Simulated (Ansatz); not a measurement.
One change: `[SiH3][S][GaH][SiH3]` becomes `B[S][GaH][SiH3]`.

Ansatz, PBE0-D4/def2-TZVP geometries, multiplicity 1. Each molecule was computed in one conformer, which needn't be the lowest.

Scalar relativity is left out up to krypton.

```
                                                                                  property  `[SiH3][S][GaH][SiH3]`
                                            size of the dipole moment (PBE/def2-TZVPP) / D                    0.97
ideal-gas entropy at 298 K and 1 bar (rigid rotor, harmonic PBE0-D4/def2-TZVP) / J/(mol·K)                     413
                                            zero-point energy (PBE0-D4/def2-TZVP) / kJ/mol                   153.6
                                                        HOMO energy (PBE0/def2-TZVPP) / eV                   -7.63
                                                      HOMO–LUMO gap (PBE0/def2-TZVPP) / eV                    5.64
                                                     HOMO energy (ωB97M-V/def2-TZVPP) / eV                   -9.76
```

Task: Give the same properties after the change, and the shifts. (Estimate.)

Result: The calculation gave: 
```
                                                                                  property  `B[S][GaH][SiH3]`  shift
                                            size of the dipole moment (PBE/def2-TZVPP) / D               1.30   0.33
ideal-gas entropy at 298 K and 1 bar (rigid rotor, harmonic PBE0-D4/def2-TZVP) / J/(mol·K)                376    -37
                                            zero-point energy (PBE0-D4/def2-TZVP) / kJ/mol              142.6  -11.0
                                                        HOMO energy (PBE0/def2-TZVPP) / eV              -7.71  -0.08
                                                      HOMO–LUMO gap (PBE0/def2-TZVPP) / eV               5.46  -0.18
                                                     HOMO energy (ωB97M-V/def2-TZVPP) / eV              -9.71   0.05
```

With PBE0 the HOMO falls by 0.08 eV and the LUMO falls by 0.26 eV, so the gap narrows by about 0.18 eV. PBE moves the HOMO by -0.13 eV and ωB97M-V by 0.05 eV. The zero-point energy changes by -11.0 kJ/mol with -3 modes. Dipoles are sizes alone; their direction can turn. Modes under 60 cm⁻¹, often nearly free rotors, make the harmonic entropy too high.
